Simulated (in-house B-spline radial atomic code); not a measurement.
Configurations of As VIII (As7+), with energies counted from [Ar] (3d3/2)4 (3d5/2)4. Computed with an all-electron radial atomic-structure program (B-spline basis): Dirac-Hartree-Fock, average of each configuration as written, Fermi nucleus of rms radius 4.0968 fm. Energies include first-order Breit, QED and recoil terms.

Occupations are held fixed; configurations that lie above the ionisation limit could autoionise.

```tsv
configuration	E - E(ref) (eV)	highest orbital	its <r> (bohr)
[Ar] (3d3/2)2 (3d5/2)6	1.3207	3d3/2	0.6074
[Ar] (3d3/2)4 (3d5/2)3 (5g9/2)1	146.79	5g9/2	3.431
[Ar] (3d3/2)2 (3d5/2)5 (5f5/2)1	147.84	5f5/2	3.774
[Ar] (3d3/2)4 (3d5/2)3 (6g9/2)1	157.43	6g9/2	5.489
[Ar] (3d3/2)1 (3d5/2)6 (7g9/2)1	165.7	7g9/2	7.921
[Ne] 3s2 (3p1/2)1 (3p3/2)4 (3d3/2)2 (3d5/2)6 5s1	225.03	5s1/2	2.678
[Ne] 3s2 (3p1/2)1 (3p3/2)4 (3d3/2)2 (3d5/2)6 (5d5/2)1	241.69	5d5/2	3.288
```

Problem. Order these further configurations by energy, lowest first.
A. [Ne] 3s2 (3p1/2)2 (3p3/2)3 (3d3/2)4 (3d5/2)4 (7p1/2)1
B. [Ar] (3d3/2)3 (3d5/2)5
C. [Ar] (3d3/2)1 (3d5/2)6 (7d5/2)1
D. [Ne] 3s2 (3p1/2)1 (3p3/2)4 (3d3/2)4 (3d5/2)4 (7d3/2)1
E. [Ar] (3d3/2)4 (3d5/2)3 4s1

Solution. B (1.0105 eV), E (64.923 eV), C (162.32 eV), A (257.96 eV), D (270.04 eV).

Problem. How far above the reference does [Ar] (3d3/2)2 (3d5/2)5 (7f5/2)1 lie?

Solution. 165.42 eV; its least bound orbital is 7f5/2 with <r> = 8.196 bohr.

Problem. How far above the reference does [Ne] 3s2 (3p1/2)2 (3p3/2)3 (3d3/2)4 (3d5/2)5 lie?

Solution. 102.23 eV; its least bound orbital is 3d5/2 with <r> = 0.6119 bohr.

Problem. How far above the reference does [Ne] 3s2 (3p1/2)2 (3p3/2)3 (3d3/2)4 (3d5/2)4 (5g7/2)1 lie?

Solution. 247.43 eV; its least bound orbital is 5g7/2 with <r> = 3.43 bohr.
